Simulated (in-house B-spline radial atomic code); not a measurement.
A run on Br⁺ (an excited or competing configuration) that did not converge. Method: scalar-relativistic (X2C) wB97X, spin-polarised, spherical fractional occupations, exact exchange averaged over the configuration, Fermi nucleus of rms radius 4.1629 fm; computed with a B-spline radial code for spherical atoms.

Command:
```bash
python run_scf.py task.json out
```
Settings (nuclear radius in fm, mass in u):
```
Z                35
configuration    [Ne] 3s2 3p5 3d10 4s2 4p4 5p1
hamiltonian      x2c
method           wb97x
spin_polarised   True
nucleus          fermi
rms_radius       4.1629
atomic_mass      78.91834
speed_of_light   137.035999084
exact_exchange   averaged over the configuration
```

First and last ten iterations of the last attempt (damped for 15 steps, keeping 80 % of the old Fock matrix, then DIIS):
```
 iter        energy (Eh)    residual
    1       -2596.737812    4.05e-01
    2       -2597.975304    1.95e-01
    3       -2598.491279    1.23e-01
    4       -2598.717711    7.69e-02
    5       -2598.815515    4.76e-02
    6       -2598.857536    3.06e-02
    7       -2598.875680    2.27e-02
    8       -2598.883634    1.70e-02
    9       -2598.887214    1.29e-02
   10       -2598.888886    9.86e-03
  111       -2598.890902    1.63e-06
  112       -2598.890902    1.65e-06
  113       -2598.890902    1.60e-06
  114       -2598.890902    1.94e-06
  115       -2598.890902    1.99e-06
  116       -2598.890902    5.57e-06
  117       -2598.890902    6.89e-06
  118       -2598.890902    5.14e-06
  119       -2598.890902    4.38e-06
  120       -2598.890902    3.84e-06
 not converged after 120 iterations
```

The smallest residual met was 9.7e-07; the threshold is about 3e-07. Over the last five steps the energy moves by less than 1e-08 hartree, but the orbitals didn't meet the threshold. Cost of the run: 40 s on 1 thread of Arm Neoverse N1, on a shared host.
